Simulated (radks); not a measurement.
Values are calculated unless marked as measured or tabulated.
Spherical quantum dot in the effective-mass picture: electrons in a hard-walled sphere of radius 12.8, with a point charge +1 (a donor) at the centre, all in effective atomic units (hartree* = m*/eps^2 hartree, bohr* = eps/m* bohr), one dielectric constant everywhere. Level of theory: non-relativistic Kohn-Sham, PBEsol, spin-polarised, spherical densities (a radial shooting solver with Libxc functionals). Levels are named by radial order and angular momentum (1s, 1p, 1d, 2s, ...), and open shells are averaged over m. Results are scaled to m* = 0.327 and eps = 15.4, for which hartree* = 37.52 meV and bohr* = 2.492 nm.

N = 8, configuration 1s2 1p(up 3, down 2) 2s(up 1, down 0). This is the lowest configuration that the search found (a dilute case). Occupied levels:

level    occupation  eigenvalue (meV)  <r> (nm)
1s up             1            20.767     4.145
2s up             1            24.297     22.38
1s down           1            24.341     20.77
1p up             3            24.762     22.68
1p down           2            24.971     22.59

Energy (meV): total 68.5754, kinetic 37.916, external -67.876, Hartree 136.31, exchange-correlation -37.771.
